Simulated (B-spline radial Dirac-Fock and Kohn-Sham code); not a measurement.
**Isotope-shift constants of the inner levels of Ti**

System: neutral titanium, configuration [Ar] 3d2 4s2.

Input file task.json (cfg lists n, l and occupation; rrms is the nuclear radius in fm):

```json
{"items": [{
  "Z": 22,
  "q": 0,
  "cfg": [[1, 0, 2], [2, 0, 2], [2, 1, 6], [3, 0, 2], [3, 1, 6], [3, 2, 2], [4, 0, 2]],
  "A": 48,
  "rrms": 3.5921,
  "do": "isoshift",
  "isotopes": [[44, 43.959689936, 3.6115], [45, 44.958120758, 3.5939], [46, 45.952626356, 3.607], [47, 46.951757491, 3.5962], [48, 47.947940677, 3.5921], [49, 48.947864391, 3.5733], [50, 49.944785622, 3.5704]]
}]}
```

Command: `python xray2_run.py task.json out`

Model: first-order field-shift and mass-shift constants from Dirac-Fock ground and hole states with a Fermi nucleus; the mass shift has no relativistic recoil terms. Program: an atomic code on a B-spline grid. A binding energy shifts by δE = F·δ⟨r²⟩ + (K_N + K_S)·δ(1/M); F is taken for a change of radius at fixed skin thickness and so holds the higher radial moments.

| level | F (meV/fm²) | K_N (meV u) | K_S (meV u) |
| --- | --- | --- | --- |
| K (1s) | -1.624 | -2733 | 973.6 |
| L1 (2s) | -0.1406 | -315.2 | -85.72 |
| L2 (2p1/2) | 0.01862 | -259.4 | 225.8 |
| L3 (2p3/2) | 0.01885 | -256.2 | 217.6 |
| M1 (3s) | -0.01736 | -41.21 | -14.02 |
| M2 (3p1/2) | 0.003608 | -25.03 | 22.34 |
| M3 (3p3/2) | 0.003635 | -24.67 | 21.06 |

Line shifts in meV from A = 48 (mass 47.9479 u, rms radius 3.5921 fm); radii from Angeli and Marinova (2013).

| A | mass (u) | radius (fm) | Kα1 | Kα2 | Kβ1 | Lβ3 |
| --- | --- | --- | --- | --- | --- | --- |
| 44 | 43.9597 | 3.6115 | ? | ? | ? | ? |
| 45 | 44.9581 | 3.5939 | -2.41 | -2.42 | -2.46 | -0.55 |
| 46 | 45.9526 | 3.607 | -1.73 | -1.74 | -1.76 | -0.38 |
| 47 | 46.9518 | 3.5962 | -0.81 | -0.81 | -0.83 | -0.18 |
| 49 | 48.9479 | 3.5733 | +0.95 | +0.96 | +0.97 | +0.19 |
| 50 | 49.9448 | 3.5704 | +1.69 | +1.69 | +1.72 | +0.35 |

Q: What are the shifts for A = 44?

A: Kα1 -3.49 meV (field -0.23, mass -3.26); Kα2 -3.50 meV (field -0.23, mass -3.27); Kβ1 -3.55 meV (field -0.23, mass -3.32); Lβ3 -0.77 meV (field -0.02, mass -0.75).

Values without a named source are computed, but for edge energies of neutral atoms, which are taken from tables.
